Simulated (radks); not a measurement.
Results of a calculation; reference values are marked as such.
Valence configurations of Te IV (all share [Kr]). Level of theory: non-relativistic Kohn-Sham, LDA (Slater exchange, Perdew-Wang correlation), spin-unpolarised, spherical densities, point nucleus; relativity is left out, which matters for an element this heavy (a radial shooting solver on a logarithmic mesh with Libxc functionals). Energies are relative to 4d10 5s2 5p1; eigenvalues in eV.

valence           E (eV)    e(4d)    e(5p)    e(5s)
4d10 5s2 5p1       0.000  -74.289  -31.818  -41.447
4d10 5s1 5p2       9.668  -75.373  -32.374  -42.082
4d9 5s2 5p2       45.037  -81.521  -33.901  -44.051
4d9 5s1 5p3       55.226  -82.543  -34.410  -44.638
4d9.5 5s2 5p1.5   21.875  -77.908  -32.875  -42.766
4d8 5s1 5p4       105.96  -89.695  -36.351  -47.079
4d10 5p3          19.416  -76.434  -32.908        -
4d10 5s0.5 5p2.5  14.532  -75.906  -32.644  -42.391
4d9 5s0.5 5p3.5   60.349  -83.046  -34.659  -44.925

NIST lists [Kr] 4d10 5s2 5p1 as the ground configuration; this level of theory agrees among the configurations tried. The energies are those of spherical spin-averaged densities, not of single terms. Relativity is left out, which favours d and f over s occupation in heavy atoms.
